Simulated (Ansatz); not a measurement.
```yaml
crystal:
  periodic: [false, false, false]
  atoms:
    - {symbol: B, position_ang: [1.424921, -1.382227, 1.219094]}
    - {symbol: N, position_ang: [0.524286, -0.340860, 1.079829]}
    - {symbol: C, position_ang: [-0.178024, 0.186143, -0.090778]}
    - {symbol: C, position_ang: [0.183756, -0.599137, -1.339043]}
    - {symbol: C, position_ang: [0.215984, 1.651119, -0.269616]}
    - {symbol: C, position_ang: [-1.680639, 0.086250, 0.164909]}
    - {symbol: H, position_ang: [1.763477, -2.039681, 0.280720]}
    - {symbol: H, position_ang: [1.853580, -1.599371, 2.316767]}
    - {symbol: H, position_ang: [0.281505, 0.175119, 1.914072]}
    - {symbol: H, position_ang: [-0.086889, -1.651706, -1.238962]}
    - {symbol: H, position_ang: [-0.355154, -0.185314, -2.193766]}
    - {symbol: H, position_ang: [1.253510, -0.543689, -1.547895]}
    - {symbol: H, position_ang: [1.288691, 1.738786, -0.453801]}
    - {symbol: H, position_ang: [-0.319517, 2.097644, -1.110686]}
    - {symbol: H, position_ang: [-0.024309, 2.231031, 0.626304]}
    - {symbol: H, position_ang: [-1.959080, 0.635568, 1.069067]}
    - {symbol: H, position_ang: [-1.977983, -0.956304, 0.295280]}
    - {symbol: H, position_ang: [-2.245613, 0.507830, -0.669695]}
basis:
  gaussian: {orbitals: cc-pVDZ}
hamiltonian: {xc: {name: HF}}
correlation: {method: mp2, frozen_orbitals: {B: 9}}
scf: {lower_state_search: light}
output: {forces: true}
```

```sh
$ ansatz run in.yaml --threads 4 --pin off --events-out ev --progress --plain --max-ram 11315MiB
```

It prints (some lines left out):

```
Functional definition: HF
Error: "frozen_orbitals" has no count for N
```

Problem. What is wrong with this run?

Solution. Frozen orbitals are typed for one element alone, and the program wants a count for each. The program refused the input.
